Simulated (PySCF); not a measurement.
**How methods differ on the excitation energy of Co⁺**

Co⁺ [Ar] 3d8 (3F) → Co⁺ [Ar] 3d7 4s1 (5F), as a difference of total energies. All numbers are calculated (PySCF 2.14, scalar relativity by spin-free X2C-1e, in x2c-TZVPPall with one added diffuse shell each of s, p, d, f type (7s6p5d3f1g, 80 functions)). Correlated levels: valence and next inner shell: [Ne] frozen. The calculations carry no spin-orbit coupling.

```
                                method  excitation energy (cm⁻¹)
                                   UHF                    -12122
    MP2 (valence and next inner shell)                    7776.7
SCS-MP2 (valence and next inner shell)                    7111.2
   CCSD (valence and next inner shell)                    835.61
CCSD(T) (valence and next inner shell)                    1719.3
```

Errors of the correlated levels include the incompleteness of this basis and the frozen core.

Problem. Which method comes closest to the reference value, and which is furthest?

Solution. The reference is 3457.5 cm⁻¹ (measured; NIST levels, between the centres of gravity of the two terms). Closest: CCSD(T) (valence and next inner shell) (error -1738.1 cm⁻¹); furthest: UHF (error -15579 cm⁻¹).
